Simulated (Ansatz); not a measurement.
C3H5ClOSi, SMILES [Si@H](CC#C)(O)Cl.

The structure is a stationary point at B3LYP-D3(BJ)/def2-SVP. The structure was generated by enumeration; whether it is a known compound was not checked. One conformer was computed; it need not be the lowest.

Two levels are set side by side: PBE/def2-SVPD (Ansatz, a quantum-chemistry and plane-wave program) and ωB97X-V/def2-SVPD (Ansatz). Energy differences of separate SCF runs at the same geometry; the states with an electron removed or added have multiplicity 2 and 2. Differences are taken from unrounded values.

```
quantity                            PBE
---------------------------------  ----
vertical ionisation energy (eV)    9.34
vertical singlet–triplet gap (eV)  5.36
```

Problem. These are the PBE values. What does ωB97X-V give? (The exact figures need the calculation; the answer reports its results.)

Solution. 
```tsv
quantity	ωB97X-V	PBE minus ωB97X-V
vertical ionisation energy (eV)	9.93	-0.59
vertical singlet–triplet gap (eV)	5.72	-0.35
```
